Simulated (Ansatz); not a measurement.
`N[SiH](F)[SeH]`, 8 atoms. Charge 0, multiplicity 1. Correlated methods include outer-core shells of Se, which these sets cover unevenly. Scalar relativity is left out up to krypton. All runs use 4 threads of a server CPU on a shared host. Correlated methods freeze the cores.

Task: How many basis functions does each run have, and how long does it take in Ansatz? RHF-CCSD(T)/def2-TZVPP energy; RKS PBE0-D4/def2-TZVP frequencies; RKS PBE0-D4/def2-TZVP relaxation (10 steps); RKS ωB97M-V/def2-SVP energy; RKS PBE0-D4/def2-SVP energy; RKS B97M-V/def2-TZVPP energy; RHF-MP2/def2-QZVPP energy; RKS PBE-D4/def2-TZVPP energy and forces; RHF-CCSD(T)/def2-SVP energy; RKS ωB97M-V/def2-QZVPP energy; RKS PBE0-D4/def2-QZVPP energy; direct RPA on PBE orbitals/def2-TZVPP energy. (An estimate is asked.)

Result: Computed: Other jobs shared the machine, so times are rough.

```csv
level,job,functions,wall time,peak host memory (GiB)
RKS PBE0-D4/def2-SVP,energy,98,1.2 s,0.21
RKS PBE-D4/def2-TZVPP,energy and forces,208,2.2 s,0.27
direct RPA on PBE orbitals/def2-TZVPP,energy,208,4.3 s,0.42
RHF-CCSD(T)/def2-SVP,energy,98,4.4 s,0.39
RKS ωB97M-V/def2-SVP,energy,98,4.5 s,0.31
RKS PBE0-D4/def2-QZVPP,energy,393,7.5 s,1.4
RKS B97M-V/def2-TZVPP,energy,208,7.5 s,0.34
RHF-MP2/def2-QZVPP,energy,393,16 s,1.8
RKS ωB97M-V/def2-QZVPP,energy,393,18 s,1.6
RKS PBE0-D4/def2-TZVP,relaxation (10 steps),171,31 s,0.44
RHF-CCSD(T)/def2-TZVPP,energy,208,99 s,2.9
RKS PBE0-D4/def2-TZVP,frequencies,171,99 s,0.43
```
